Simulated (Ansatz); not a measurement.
GaCl2(OH) (GaCl₂OH). Total charge 0; triplet. Geometry PBE0-D4/def2-SVP, that of the neutral singlet.

Cartesian coordinates in Å:
```
Ga 0.3528 0.1567 -0.0967
Cl 1.3864 1.2442 -1.5928
Cl 1.3630 -0.4591 1.6758
O -1.3505 -0.2228 -0.3543
H -1.7517 -0.7190 0.3681
```

At PBE-D4/def2-TZVP, r2SCAN-D4/def2-TZVP the gap within one spin of the charge 0 triplet nearly closes, so an electron or hole may be smeared out by delocalisation error. At PBE0-D4/def2-TZVP a singlet of charge 0 lies 6.00 eV below the triplet at the same geometry.

Task: Estimate the α-spin orbital energies around the gap (eV) in Ansatz with PBE-D4/def2-TZVP, r2SCAN-D4/def2-TZVP, PBE0-D4/def2-TZVP.

Result: 
```tsv
orbital	PBE-D4/def2-TZVP	r2SCAN-D4/def2-TZVP	PBE0-D4/def2-TZVP
HOMO−5	-9.37	-9.85	-11.06
HOMO−4	-8.87	-9.33	-10.42
HOMO−3	-8.76	-9.21	-10.30
HOMO−2	-8.53	-8.92	-9.94
HOMO−1	-8.43	-8.79	-9.81
HOMO	-2.82	-2.92	-3.59
LUMO	-1.98	-2.12	-1.35
LUMO+1	-0.21	0.19	0.49
LUMO+2	1.12	1.61	1.84
LUMO+3	1.72	2.21	2.54
LUMO+4	2.55	3.05	3.45
LUMO+5	3.70	4.30	4.70
β HOMO	-8.06	-8.29	-9.03
β LUMO	-8.04	-8.22	-7.76
```
